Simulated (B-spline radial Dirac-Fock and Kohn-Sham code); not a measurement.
Calculated with a B-spline atomic structure program, using multi-electron Dirac-Fock with separately optimised hole states, Breit and Lamb-shift corrections added in first order. Free neutral atoms.

Q: Order these X-ray lines by photon energy, lowest first.
A. P Kα1
B. Bi Mα2
C. Rh Lγ2
D. Eu Mγ
E. Cd Lα2
F. Zr Lβ3

A: D (1343.9 eV), A (2014.5 eV), F (2204.2 eV), B (2419.9 eV), E (3127.8 eV), C (3364.7 eV).
